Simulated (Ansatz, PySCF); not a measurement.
AgCl, SMILES [Cl][Ag], multiplicity 1. Atoms are numbered in the order given.

```xyz
2

Ag     0.0000     0.0000    -0.6376
Cl     0.0000     0.0000     1.6735
```
Charge 0, spin multiplicity 1.

Geometry: B3LYP-D3(BJ)/def2-TZVPD. The multiplicity is an assumed one; other spin states were not compared. The def2 effective core potentials stand for the cores of Ag; spin–orbit coupling is left out.

Two levels are set side by side: PBE-D3(BJ)/def2-TZVPD (Ansatz, a quantum-chemistry and plane-wave program) and B3LYP-D3(BJ)/def2-TZVPD (Ansatz). Each level has its own optimised geometry; the coordinates shown are those of the second. Frequencies come from the Hessian of PySCF at each geometry. Differences are taken from unrounded values.

```
quantity                            B3LYP-D3(BJ)  PBE-D3(BJ)  PBE-D3(BJ) minus B3LYP-D3(BJ)
----------------------------------  ------------  ----------  -----------------------------
bond Ag1–Cl2 (Å)                           2.311       2.286                         -0.025
highest harmonic wavenumber (cm⁻¹)           320         325                              5
mean harmonic wavenumber (cm⁻¹)              320         325                              5
zero-point energy (kcal/mol)                0.46        0.46                           0.01
```

Here PBE gives about what the other level gives.
